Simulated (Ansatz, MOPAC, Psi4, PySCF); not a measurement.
Species: CH2N, net charge 0, doublet state. SMILES: C=[N]
Structure (B3LYP-D3(BJ)/def2-TZVP (Ansatz, an electronic-structure program) minimum search):
```
C
N 1 1.2376
H 1 1.0983 2 121.59
H 1 1.0983 3 116.83 2 -180.00
```
Charge 0, spin multiplicity 2.

Wanted: size of the dipole moment, in D. Terms: spin-orbit terms left out; six Cartesian d functions in 6-31G* and its kin unless marked 5d; UHF or UKS for open shells; non-relativistic; LANL2DZ all-electron up to Ne; no dispersion term unless named; 6-311+G** with 5d. Ab initio and DFT rows: single points at B3LYP-D3(BJ) geometries (Ansatz). Semi-empirical rows: dipoles at the shared geometry.

| level | program | size of the dipole moment (D) |
|---|---|---|
| AM1 | MOPAC | 2.24 |
| PBE/LANL2DZ | Ansatz | 2.65 |
| BLYP/6-31G* | Ansatz | 2.28 |
| B3LYP/6-31G* | Ansatz | 2.35 |
| B3LYP/6-31+G* | Ansatz | 2.57 |
| M06-2X/6-311+G** | PySCF | 2.56 |
| wB97X-D/6-311+G** | Psi4 | 2.60 |

No value to compare with is used here. The 7 habitual levels span 2.24 (AM1) to 2.65 D (PBE/LANL2DZ).

The levels are drawn from those run, B3LYP/6-31G* more often than the rest, none by its result; runs whose electronic state is in doubt are left out.
